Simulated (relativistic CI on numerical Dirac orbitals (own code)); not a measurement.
**Fe6+ in a cubic cluster: 1s photoemission with charge transfer**

Computed with a charge-transfer multiplet model of a cubic metal-ligand cluster with up to 2 ligand holes, Slater and spin-orbit integrals from Dirac-Coulomb-Breit ions, Slater integrals scaled by 0.9. The ground state mixes d2 with configurations of k ligand holes L, whose averages lie at kΔ + k(k − 1)U_dd/2; a core hole lowers each added d electron by U_cd. 20 K, Lorentzian 1.1 eV and Gaussian 0.6 eV FWHM.

Atomic integrals in eV (Slater integrals scaled, ζ unscaled), ground: F2dd 13.268, F4dd 8.410, zeta_d 0.080; with the core hole: F2dd 14.618, F4dd 9.287, zeta_d 0.110, G2cd 0.094.

Cluster parameters (eV): Δ = -1.4, U_cd = 8.6, 10Dq = 0.7, 10Dq(ligand) = 1.3, V(eg) = 4.5, V(t2g) = -1.9, final-state hopping factor = 0.8.

| Case | n_d | d2 | d3L | d4L2 | S |
| --- | --- | --- | --- | --- | --- |
| U_dd = 5.9 eV | 3.07 | 0.19 | 0.55 | 0.26 | 1.00 |
| U_dd = 6.6 eV | 3.05 | 0.20 | 0.56 | 0.25 | 1.00 |
| U_dd = 7.3 eV | 3.03 | 0.20 | 0.56 | 0.23 | 1.00 |

Weights, n_d and S are thermal averages at 20 K. Binding energies count from the first peak over 30 % of the highest in each spectrum, which can be another peak from case to case. The parameters are a model scan and need not match a compound or its usual spin state. Peaks in eV (height, largest 100):
- U_dd = 5.9 eV: 0.0 (100), 5.1 (6), 17.2 (6)
- U_dd = 6.6 eV: 0.0 (100), 5.3 (6), 17.2 (5)
- U_dd = 7.3 eV: 0.0 (100), 5.3 (5)

Curve for U_dd = 7.3 eV (points under 2 left out, the grid thinned):

| E (eV) | Intensity |
| --- | --- |
| -3.9 | 2.4 |
| -3.5 | 2.9 |
| -3.2 | 3.5 |
| -2.8 | 4.6 |
| -2.5 | 5.7 |
| -2.1 | 8.0 |
| -1.8 | 10.8 |
| -1.4 | 17.4 |
| -1.1 | 26.7 |
| -0.7 | 51.0 |
| -0.4 | 78.7 |
| 0.0 | 100.0 |
| 0.4 | 74.8 |
| 0.7 | 47.7 |
| 1.1 | 25.2 |
| 1.4 | 16.7 |
| 1.8 | 10.8 |
| 2.1 | 8.4 |
| 2.5 | 6.6 |
| 2.8 | 5.6 |
| 3.2 | 4.4 |
| 3.5 | 3.7 |
| 3.9 | 3.2 |
| 4.3 | 3.2 |
| 4.6 | 3.6 |
| 5.0 | 4.8 |
| 5.3 | 5.4 |
| 5.7 | 4.7 |
| 6.0 | 3.6 |
| 6.4 | 2.5 |
| 6.7 | 2.0 |
| 14.9 | 2.5 |
| 15.2 | 2.9 |
| 15.6 | 2.9 |
| 16.0 | 2.7 |
| 16.3 | 2.8 |
| 16.7 | 3.6 |
| 17.0 | 4.3 |
| 17.4 | 4.5 |
| 17.7 | 3.9 |
| 18.1 | 3.1 |
| 18.4 | 2.8 |
| 18.8 | 2.7 |
| 19.1 | 2.4 |
| 19.5 | 2.0 |

For the case U_dd = 7.3 eV, Δ = -1.4 eV is smaller than U_dd = 7.3 eV, the charge-transfer side of the Zaanen-Sawatzky-Allen scheme (negative Δ: between configuration averages a ligand hole costs less than the nominal valence; multiplet and field energies can change this for the lowest states). With the core hole the average of the configuration with one ligand hole lies at Δ − U_cd = -10.0 eV before mixing: it lies below the unscreened one, so the lowest final states are mostly screened and the unscreened weight appears at higher binding energy as a satellite.

With at most 2 ligand holes the space is cut while the next configuration still counts, so covalency is underestimated, and a final configuration with one more ligand hole, which can lie low, is missing from the spectra.
